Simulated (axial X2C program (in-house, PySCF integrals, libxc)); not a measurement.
## Density and ELF of CsCr

Computed with an in-house all-electron X2C program for linear molecules (integrals from PySCF). Two-component (2c) means X2C with spin–orbit coupling and atomic mean-field two-electron Coulomb and Gaunt terms. Basis: Cs dyall-cv3z [15s15p9d4f1g], Cr dyall-cv3z [9s10p6d3f2g] (cores contracted in-house); Gaussian nuclei, density fitting, unrestricted open shells. Masses: Cs 132.905 u, Cr 51.941 u.

PBE0, 2c, state Ω = 5/2 (⟨Sz⟩ = 2.50, ⟨Lz⟩ = 0.00 at PBE0); Cs at z = 0, Cr at z = 3.574 Å.

The maps cover the half plane through the axis: z from -2.4 to 5.4 Å along the bond, ρ from 0.15 to 2.25 Å away from it.

log10 of the density in e/bohr³:

```
 ρ\z  -2.4  -1.8  -1.2  -0.6   0.0   0.6   1.2   1.8   2.4   3.0   3.6   4.2   4.8   5.4
0.15  -3.0  -2.2  -1.2  -0.2   1.8  -0.2  -1.3  -1.9  -1.6  -0.2   1.4  -0.4  -1.7  -2.5
0.45  -3.0  -2.3  -1.4  -0.5   0.4  -0.5  -1.4  -1.9  -1.6  -0.6   0.2  -0.7  -1.8  -2.5
0.75  -3.1  -2.4  -1.6  -0.9  -0.5  -0.9  -1.6  -2.1  -1.8  -1.2  -0.7  -1.3  -2.0  -2.6
1.05  -3.2  -2.6  -1.9  -1.3  -1.0  -1.3  -1.9  -2.2  -2.0  -1.6  -1.4  -1.7  -2.2  -2.8
1.35  -3.4  -2.9  -2.3  -1.7  -1.5  -1.7  -2.2  -2.4  -2.2  -2.0  -1.9  -2.1  -2.5  -2.9
1.65  -3.5  -3.1  -2.7  -2.2  -2.0  -2.2  -2.5  -2.5  -2.4  -2.2  -2.2  -2.4  -2.7  -3.1
1.95  -3.7  -3.4  -3.0  -2.7  -2.6  -2.7  -2.8  -2.7  -2.6  -2.5  -2.5  -2.6  -2.9  -3.3
2.25  -3.9  -3.6  -3.3  -3.1  -3.0  -3.0  -3.0  -2.9  -2.8  -2.8  -2.8  -2.9  -3.2  -3.5
```

Electron localisation function (collinear form, no current term, damped to 0 at low density):

```
 ρ\z  -2.4  -1.8  -1.2  -0.6   0.0   0.6   1.2   1.8   2.4   3.0   3.6   4.2   4.8   5.4
0.15  0.15  0.35  0.80  0.29  0.75  0.29  0.66  0.18  0.22  0.74  0.79  0.69  0.19  0.26
0.45  0.14  0.30  0.78  0.33  0.70  0.34  0.59  0.18  0.25  0.55  0.80  0.51  0.20  0.27
0.75  0.13  0.23  0.70  0.71  0.34  0.72  0.43  0.19  0.32  0.28  0.54  0.28  0.21  0.28
1.05  0.11  0.15  0.53  0.80  0.79  0.78  0.21  0.21  0.43  0.21  0.23  0.20  0.26  0.28
1.35  0.09  0.10  0.29  0.65  0.75  0.57  0.09  0.27  0.54  0.30  0.23  0.25  0.30  0.27
1.65  0.06  0.07  0.12  0.33  0.44  0.20  0.05  0.35  0.62  0.43  0.33  0.32  0.32  0.23
1.95  0.04  0.05  0.06  0.10  0.12  0.05  0.05  0.43  0.66  0.51  0.40  0.36  0.30  0.15
2.25  0.01  0.04  0.04  0.04  0.03  0.03  0.08  0.48  0.65  0.53  0.41  0.33  0.22  0.06
```

Axial spin density in 10⁻³ e/bohr³:

```
 ρ\z  -2.4  -1.8  -1.2  -0.6   0.0   0.6   1.2   1.8   2.4    3.0    3.6    4.2   4.8  5.4
0.15  -0.5  -0.7   0.2   0.0  -1.2  -0.7   0.1   1.8  15.9  183.4  593.2  144.8  13.4  2.3
0.45  -0.4  -0.7   0.0   0.5   0.1  -0.4   0.0   1.4  12.3   96.9  366.6   80.5  10.7  2.0
0.75  -0.4  -0.6  -0.3   0.4  -0.7   0.1  -0.2   0.9   7.8   38.9   90.0   34.3   7.2  1.6
1.05  -0.3  -0.5  -0.4   0.1   0.1   0.1  -0.3   0.4   4.3   15.6   26.5   14.4   4.3  1.1
1.35  -0.3  -0.4  -0.4  -0.1   0.0  -0.1  -0.4   0.0   2.1    6.5    9.6    6.3   2.4  0.7
1.65  -0.2  -0.3  -0.4  -0.3  -0.2  -0.3  -0.5  -0.2   0.9    2.8    3.9    2.9   1.3  0.4
1.95  -0.2  -0.2  -0.3  -0.3  -0.3  -0.4  -0.4  -0.2   0.3    1.2    1.7    1.3   0.7  0.2
2.25  -0.1  -0.2  -0.2  -0.3  -0.3  -0.3  -0.3  -0.2   0.1    0.5    0.7    0.6   0.3  0.1
```

The state is one determinant whose occupation by symmetry is held fixed; it was picked as the lowest of a PBE0 search that is not exhaustive. Density functionals use the spin component along the axis (collinear). With several unpaired electrons one determinant need not be a pure state. This is the top spin component of a Σ state; components of lower Ω are not single determinants and can lie lower. The determinant is spin-polarised beyond a pure state at some levels (its spin-free form has ⟨S²⟩ too high), which makes Re and μ there less reliable.
